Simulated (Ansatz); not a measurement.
An input meant for Sr₂S₂ (charge 0, singlet; scaled by 1.05).

```yaml
crystal:
  periodic: [false, false, false]
  atoms:
    - {symbol: Sr, position_ang: [1.175687, 1.017660, -1.103291]}
    - {symbol: Sr, position_ang: [-1.176094, -1.019911, 1.100724]}
    - {symbol: S, position_ang: [1.607552, -1.106101, 0.692703]}
    - {symbol: S, position_ang: [-1.607145, 1.108351, -0.690147]}
basis:
  gaussian: {orbitals: def2-SVPD, final_grid: {core_spheres: 1, valence_spheres: 1, degree: 5}}
hamiltonian: {xc: {name: PBE}}
scf: {lower_state_search: off}
output: {forces: true}
```

```sh
$ ansatz run in.yaml --threads 4 --pin off --events-out ev --progress --plain --max-ram 3916MiB
```

Shortened log:

```
Functional definition: PBE
1132 factors; their error is unknown
mean field evaluation 1: about -23320.8157 eV, gradient 5.1e1 eV
mean field evaluation 2: about -23106.1419 eV, gradient 1.5e2 eV
mean field evaluation 4: about -23330.4436 eV, gradient 9.6e0 eV
mean field evaluation 8: about -23327.2234 eV, gradient 1.7e1 eV
mean field evaluation 16: about -23328.1977 eV, gradient 5.5e-2 eV
mean field evaluation 32: about -23328.1912 eV, gradient 7.2e-5 eV
mean field -23328.19083834 eV, -857.2952008934 hartree, gradient 8.0e-6 eV, S^2 0.000000; 0 other end points of the search recorded, 0 dependent functions left out
reference -23328.19091497 eV, -857.2952037093 hartree; 26, 26 occupied and 80, 80 virtual orbitals, 1132 factors
Total energy: -23328.19091497 eV, -857.2952037093 hartree
Atom 0 at     1.175687     1.017660    -1.103291 Å, force     2.180857     1.883517    -2.058288 eV/Å
Atom 1 at    -1.176094    -1.019911     1.100724 Å, force    -2.186089    -1.902982     2.036909 eV/Å
Atom 2 at     1.607552    -1.106101     0.692703 Å, force     1.559873    -1.064084     0.681531 eV/Å
Atom 3 at    -1.607145     1.108351    -0.690147 Å, force    -1.554641     1.083549    -0.660153 eV/Å
Dipole moment:    -0.000633    -0.003706    -0.004220 e Å
Checks for a lower state left out: stability, starts, cluster_reference, orbital_swaps, neighbouring_geometries, increment
```

In this input the integration grid is far too coarse. Self-consistency was reached. The result belongs to that input, not to the species as meant.

In the def2 sets Sr takes a core potential; there is no spin–orbit coupling.
